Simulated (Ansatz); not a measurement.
Wavefunction ladder for CH8InNSiTe (`[CH3][In]([NH2])[SiH2][TeH]`)

```xyz
13

C     1.8136   -1.5373    1.0866
In    0.2855   -0.2266    0.3382
N     0.2827    1.6505    1.0685
Si   -1.5505   -0.5192   -1.4289
Te   -2.5622    1.7114   -1.9830
H     2.4650   -0.9984    1.7751
H     2.4102   -1.9318    0.2630
H     1.3586   -2.3788    1.6116
H     0.8530    1.9639    1.8370
H    -0.4617    2.3023    0.8791
H    -1.0922   -1.2051   -2.6705
H    -2.7041   -1.3109   -0.9149
H    -1.0981    2.4800   -1.8618
```

Charge 0, multiplicity 1. Correlated methods include outer-core shells of In, Te, which these sets cover unevenly. In, Te: def2 effective core potential. The structure was optimised at the PBE0-D4/def2-TZVP level. It is one conformer, not always the lowest. Frozen core, restricted reference, Ansatz 0.2.0.

```
     basis     HF (Eh)  MP2 corr.
  def2-SVP  -841.95699   -0.63288
def2-TZVPP  -842.19415   -1.28543
def2-QZVPP  -842.21092   -1.67068
```

Q: Estimate the CCSD correlation energy and the (T) correction in each basis where they were run (hartree).

A: 
| basis | CCSD corr. | (T) |
| --- | --- | --- |
| def2-SVP | -0.69731 | -0.02176 |
| def2-TZVPP | -1.29707 | -0.04324 |
